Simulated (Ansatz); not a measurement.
Hexamethyldisiloxane (`C[Si](C)(C)O[Si](C)(C)C`) at its PBE0-D4/def2-TZVP geometry, where that method's forces vanish. Charge 0, multiplicity 1.

```tsv
atom	x (Å)	y (Å)	z (Å)
C1	-0.938	1.866	-1.604
Si2	-1.440	0.464	-0.475
C3	-1.871	-1.046	-1.490
C4	-2.889	0.970	0.583
O5	-0.199	0.107	0.536
Si6	1.344	-0.412	0.733
C7	1.495	-2.167	0.107
C8	1.726	-0.340	2.556
C9	2.503	0.703	-0.219
H10	-0.094	1.584	-2.238
H11	-1.764	2.155	-2.260
H12	-0.645	2.747	-1.027
H13	-1.036	-1.348	-2.128
H14	-2.124	-1.892	-0.846
H15	-2.730	-0.850	-2.138
H16	-3.179	0.160	1.258
H17	-2.638	1.841	1.194
H18	-3.758	1.227	-0.030
H19	0.797	-2.829	0.626
H20	2.505	-2.554	0.266
H21	1.280	-2.227	-0.963
H22	1.039	-0.975	3.122
H23	1.625	0.681	2.934
H24	2.745	-0.677	2.763
H25	2.398	1.743	0.101
H26	2.303	0.661	-1.293
H27	3.545	0.409	-0.064
```

(1) For each bond, give half the difference of the two atoms' forces along it (eV/Å; positive pushes the atoms apart) under PBE-D4, r2SCAN-D4, B3LYP-D4, ωB97M-V in def2-TZVPP. (An estimate is asked.)

## Answers

(1) Ansatz gave: 
```tsv
bond	length (Å)	PBE-D4	r2SCAN-D4	B3LYP-D4	ωB97M-V
C1–H10	1.093	0.11	0.00	-0.05	-0.03
C1–H11	1.094	0.10	-0.01	-0.04	-0.04
Si2–C3	1.869	-0.07	-0.02	0.05	-0.01
Si2–C4	1.865	-0.05	-0.02	0.03	-0.02
C3–H15	1.094	0.10	-0.01	-0.04	-0.04
O5–Si6	1.640	0.19	0.03	0.03	0.09
Si6–C7	1.869	-0.07	-0.02	0.05	-0.01
Si6–C9	1.869	-0.07	-0.02	0.05	-0.01
C7–H20	1.094	0.10	-0.01	-0.04	-0.04
C8–H22	1.093	0.11	0.00	-0.04	-0.04
C8–H23	1.093	0.11	0.00	-0.04	-0.04
C8–H24	1.094	0.10	-0.01	-0.05	-0.04
C9–H25	1.093	0.11	0.00	-0.04	-0.04
C9–H26	1.093	0.11	0.00	-0.05	-0.03
```

B3LYP here is the variant with VWN-RPA as its local correlation; programs differ in this.
